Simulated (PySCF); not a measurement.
Species: C3H3BrO.
Structure used (PBE0-D3(BJ)/def2-SVP), in Å, numbered top down from 1:
```xyz
8
C3H3BrO angstrom
O     -1.1099   -0.3019    1.1008
C     -0.3826    0.3487    0.1145
C      1.1048    0.3171    0.2194
C      0.5742   -0.3972   -0.7331
Br     0.8261   -1.5919   -2.1109
H     -2.0368   -0.3034    0.8409
H     -0.8894    1.2473   -0.2792
H      1.9697    0.6502    0.7878
```

Method used: PBE0-D3(BJ)/def2-SVP geometry optimisation, gas phase in PySCF 2.14.0.

Take the most abundant isotopes and a rigid rotor. The values belong to one conformer with, in the numbering `[OH:1][C@H:2]1[CH:3]=[C:4]1[Br:5]`, H–O1–C2–C3 -172°.

(1) Give the principal moments of inertia and the rotational constants in cm⁻¹.

(2) Classify the top.

(3) What does the inertial defect say?

(4) Give the other two planar moments, Paa and Pbb, and the rms extents of the mass along the axes.

(5) Where do the levels up to J = 2 lie, in K?

(6) Which lines would a microwave search look for?

(7) Estimate the classical rotational partition function at 10 K, 25 K and 298.15 K.

Answers

(1) Ia = 49.71, Ib = 328.24, Ic = 363.11 u·Å²; 505379 MHz·u·Å²/I gives 10167, 1540 and 1392 MHz, that is A = 0.33912, B = 0.05136, C = 0.04643 cm⁻¹.

(2) A near-prolate asymmetric top: κ = (2 × 1540 − 10167 − 1392)/(10167 − 1392) = -0.97.

(3) Not planar: Δ = Ic − Ia − Ib = -14.84 u·Å². For a rigid frame Δ = −2 Σ m c², so Σ m c² = 7.42 u·Å² lies off the ab plane: 2.84 from hydrogen and 4.58 from heavier atoms. The atom farthest from that plane is 1.53 Å away.

(4) Paa = Σ m a² = (Ib + Ic − Ia)/2 = 320.82 and Pbb = Σ m b² = (Ia + Ic − Ib)/2 = 42.29 u·Å². With the mass M = 133.94 u, the rms extents √(P/M) along a, b and c are 1.55, 0.56, 0.24 Å.

(5) Above 0(0,0), as E/k:
J = 1: 1(0,1) 0.141, 1(1,1) 0.555, 1(1,0) 0.562
J = 2: 2(0,2) 0.422, 2(1,2) 0.829, 2(1,1) 0.850, 2(2,1) 2.092, 2(2,0) 2.092

(6) The dipole components are |μa| = 0.43 D, |μb| = 0.09 D, |μc| = 1.19 D. The squared components, which scale the intensities, stand as 0.13 : 0.01 : 1.00 (a : b : c). Some lines, for components of 0.1 D or more:

```
type  branch         J(Ka,Kc)    MHz  lower level (cm⁻¹)
   a       Q  2(1,1) ← 2(1,2)    444               0.576
   a       Q  3(1,2) ← 3(1,3)    887               0.862
   a       R  1(0,1) ← 0(0,0)   2931               0.000
   a       R  2(1,2) ← 1(1,1)   5715               0.386
   a       R  2(0,2) ← 1(0,1)   5861               0.098
   a       R  2(1,1) ← 1(1,0)   6011               0.390
   c       Q  3(1,3) ← 3(0,3)   8266               0.586
   c       Q  2(1,2) ← 2(0,2)   8481               0.293
   a       R  3(1,3) ← 2(1,2)   8571               0.576
   c       Q  1(1,1) ← 1(0,1)   8627               0.098
   a       R  3(0,3) ← 2(0,2)   8787               0.293
   a       R  3(2,2) ← 2(2,1)   8794               1.454
   a       R  3(2,1) ← 2(2,0)   8802               1.454
   a       R  3(1,2) ← 2(1,1)   9015               0.591
   c       R  1(1,0) ← 0(0,0)  11706               0.000
   c       R  2(1,1) ← 1(0,1)  14786               0.098
   c       R  3(1,2) ← 2(0,2)  17940               0.293
   c       Q  3(2,2) ← 3(1,2)  25660               0.892
   c       Q  2(2,1) ← 2(1,1)  25881               0.591
   c       R  2(2,0) ← 1(1,0)  31893               0.390
   c       R  2(2,1) ← 1(1,1)  32039               0.386
   c       R  3(2,1) ← 2(1,1)  34685               0.591
   c       R  3(2,2) ← 2(1,2)  35119               0.576
   c       Q  3(3,1) ← 3(2,1)  43496               1.748
   c       R  3(3,0) ← 2(2,0)  52298               1.454
   c       R  3(3,1) ← 2(2,1)  52300               1.454
```

(7) Point group C1, symmetry number σ = 1; q = (√π/σ)·√((kT/h)³/(ABC)), k/h = 20836.6 MHz/K: 1140 at 10 K, 4510 at 25 K, 186000 at 298.15 K.

Whether it is a minimum is left open (no frequencies). These are rigid-rotor constants of the computed structure; measured ground-state constants (B0) also hold zero-point vibration. Quadrupole hyperfine structure (79Br) is left out.

On AMD EPYC 9R14, one thread (shared host), this took 42 s and 0.44 GiB of memory at its peak. This is the geometry optimisation.
